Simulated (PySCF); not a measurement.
# PtF: input and log

State: ²Σ⁺ (doublet), unpaired electrons σ ↑.

An equivalent input (the run itself took its basis sets from the Basis Set Exchange, started from a PBE0 density and held the occupation σ 6α 5β, πx 3α 3β, πy 3α 3β, δx 1α 1β, δy 1α 1β):

```python
from pyscf import gto, dft
mol = gto.M(atom='Pt 0 0 0; F 0 0 1.893', basis={'Pt': 'def2-TZVPP', 'F': 'def2-TZVPP'}, ecp={'Pt': 'def2-TZVPP'},
            charge=0, spin=1, verbose=4, symmetry='C2v')
mf = dft.UKS(mol, xc='M062X')
mf.grids.atom_grid = (80, 434)
mf.grids.prune = dft.gen_grid.treutler_prune
mf.irrep_nelec = {'A1': (7, 6), 'A2': (1, 1), 'B1': (3, 3), 'B2': (3, 3)}
mf.conv_tol = 1e-9
mf.max_cycle = 60
mf.diis_space = 10
mf.kernel()
```

The log (some set-up lines and the per-cycle HOMO/LUMO lines removed):

```
******** <class 'pyscf.dft.uks_symm.SymAdaptedUKS'> ********
method = SymAdaptedUKS
damping factor = 0
level_shift factor = 0
DIIS = <class 'pyscf.scf.diis.CDIIS'>
diis_start_cycle = 1
diis_space = 10
diis_damp = 0
SCF conv_tol = 1e-09
SCF conv_tol_grad = None
SCF max_cycles = 60
number electrons alpha = 14  beta = 13
Set gradient conv threshold to 3.16228e-05
init E= -219.014673875295
cycle= 1 E= -219.01702662311  delta_E= -0.00235  |g|= 0.0176  |ddm|= 0.101
cycle= 2 E= -219.017018035226  delta_E= 8.59e-06  |g|= 0.0223  |ddm|= 0.0286
cycle= 3 E= -219.017186172242  delta_E= -0.000168  |g|= 0.00368  |ddm|= 0.0149
cycle= 4 E= -219.017194402843  delta_E= -8.23e-06  |g|= 0.00158  |ddm|= 0.00456
cycle= 5 E= -219.01719859535  delta_E= -4.19e-06  |g|= 0.000881  |ddm|= 0.00451
cycle= 6 E= -219.017200758965  delta_E= -2.16e-06  |g|= 0.000417  |ddm|= 0.00434
cycle= 7 E= -219.017201406608  delta_E= -6.48e-07  |g|= 0.000219  |ddm|= 0.00289
cycle= 8 E= -219.017201549953  delta_E= -1.43e-07  |g|= 5.62e-05  |ddm|= 0.00172
cycle= 9 E= -219.017201559048  delta_E= -9.1e-09  |g|= 1.24e-05  |ddm|= 0.000449
cycle= 10 E= -219.017201559363  delta_E= -3.15e-10  |g|= 3.72e-06  |ddm|= 6.83e-05
Extra cycle  E= -219.017201559391  delta_E= -2.82e-11  |g|= 3e-06  |ddm|= 7.47e-06
converged SCF energy = -219.017201559391  <S^2> = 0.75128309  2S+1 = 2.0012827
```

Repeating this along the bond gives Re = 1.901 Å and ωe = 588 cm⁻¹.

A point of this curve took 3.7 CPU seconds beside 0.42 for the integrals (shared host).

Spin–orbit coupling is left out. The state is the lowest single determinant that the PBE0 search found; with open d or f shells the true ground state can be another one.
